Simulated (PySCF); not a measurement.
Vertical excitation energies

Species: Si(NMe2)H3, C2H9NSi.
Bonds: Si1–N2, N2–C3, N2–C4. Hydrogens: H11, H12, H13 on Si1; H5, H6, H7 on C3; H8, H9, H10 on C4.

Computed, not measured: PySCF, TDDFT wB97X-D/def2-SVPD, vertical, gas phase, core orbitals frozen in the response. Isolated species at its PBE0-D3(BJ)/def2-SVP geometry, gas phase.

Predict the UV-vis stick spectrum at this level.

| state | E (eV) | ν̃ (cm⁻¹) | f | \|μ\| (D) | main configurations (H = HOMO, L = LUMO) |
| --- | --- | --- | --- | --- | --- |
| S1 | 5.82 | 46980 | 0.0085 | 0.62 | H→L (83%), H→L+1 (13%) |
| S2 | 6.72 | 54220 | 0.052 | 1.43 | H→L+1 (66%), H→L+3 (13%), H→L (13%) |
| S3 | 6.74 | 54370 | 0.0029 | 0.34 | H→L+2 (82%), H→L+4 (12%) |
| S4 | 7.34 | 59220 | 0.027 | 0.98 | H→L+3 (48%), H→L+5 (42%) |
| S5 | 7.41 | 59730 | 0.012 | 0.64 | H→L+5 (53%), H→L+3 (32%) |
| S6 | 7.61 | 61410 | 0.0001 | 0.05 | H→L+4 (84%), H→L+2 (12%) |
| S7 | 8.15 | 65700 | 0.091 | 1.72 | H→L+6 (87%) |
| S8 | 8.37 | 67530 | 0.070 | 1.48 | H→L+7 (87%) |
| S9 | 8.65 | 69740 | 0.0053 | 0.40 | H→L+8 (89%) |
| S10 | 8.78 | 70790 | 0.0071 | 0.46 | H→L+9 (29%), H-2→L (29%), H-2→L+1 (23%) |

Triplets, Tamm–Dancoff:

| state | E (eV) | λ (nm) | main configurations (H = HOMO, L = LUMO) |
| --- | --- | --- | --- |
| T1 | 5.67 | 218.6 | H→L (68%), H→L+1 (24%) |
| T2 | 6.48 | 191.3 | H→L+1 (54%), H→L (27%), H→L+3 (8%) |
| T3 | 6.62 | 187.2 | H→L+2 (81%), H→L+4 (13%) |
| T4 | 7.00 | 177.1 | H→L+5 (72%), H→L+3 (16%) |

The lowest singlet lies at 5.82 eV (213 nm, ultraviolet) and is weak; its leading configuration is HOMO→LUMO (83%). The strongest level in the table is S7 at 8.15 eV (152 nm, f = 0.091). Löwdin shares by element: HOMO nitrogen 54%, carbon 17%, silicon 8% (atoms not listed hold the other 21%); LUMO silicon 32%, carbon 26%, hydrogen 6% or more (atoms not listed hold the other 36%). Of the 10 states listed, 5 reach f = 0.01 and 1 stays under 0.0005. The listed states span 2.95 eV, and the widest gap between neighbours is 0.90 eV (S1 to S2). The oscillator strengths of these states sum to 0.275; summed over the whole spectrum of an exact calculation they would give the number of electrons, 42 (Thomas–Reiche–Kuhn). Singlets were solved by full linear response, triplets in the Tamm–Dancoff approximation.

Without π bonds the low states are Rydberg-like; a valence basis with one diffuse set may place them up to an eV too high.
